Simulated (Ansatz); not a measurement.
Computed with Ansatz on PBE0-D4/def2-TZVP structures; ΔE is electronic, products minus reactants. CCSD(T)/CBS adds triple-zeta CCSD(T) − MP2 to the extrapolated MP2 energy (def2 sets, frozen cores). DFT in def2-TZVPP. B3LYP here is the variant with VWN-RPA as its local correlation; programs differ in this. For Ga outer-core shells are correlated without core-valence functions, which leaves a few kJ/mol of doubt a bond. Scalar relativity is left out up to krypton. Each species was taken in one conformer, which may not be the lowest.

Consider the substitution at a C–Ga bond: `F[CH2][GaH][SH]` + `BCS` → `BCSCF` + `[SH][GaH2]`.

| level | ΔE (kJ/mol) | difference from CCSD(T)/CBS |
| --- | --- | --- |
| B3LYP-D4 | 2.4 | -2.3 |
| ωB97X-V | -0.7 | -5.4 |
| ωB97M-V | 0.6 | -4.1 |
| r2SCAN | -0.8 | -5.5 |
| SCS-MP2/def2-TZVPP | 2.3 | -2.4 |
| HF/def2-QZVPP | -4.0 | -8.7 |
| SCS-MP2/def2-QZVPP | 2.1 | -2.6 |
| HF/CBS(def2) | -4.1 | -8.8 |
| MP2/CBS(def2) | 3.2 | -1.5 |
| CCSD/CBS(def2) | 5.5 | 0.8 |
| CCSD(T)/CBS | 4.7 | 0 |

Largest T1 diagnostic among the species: 0.013.

In def2-TZVPP, CCSD(T) changes the Hartree–Fock value by +7.5 kJ/mol (the triples alone add −0.8 kJ/mol) and MP2 by +6.0 kJ/mol.
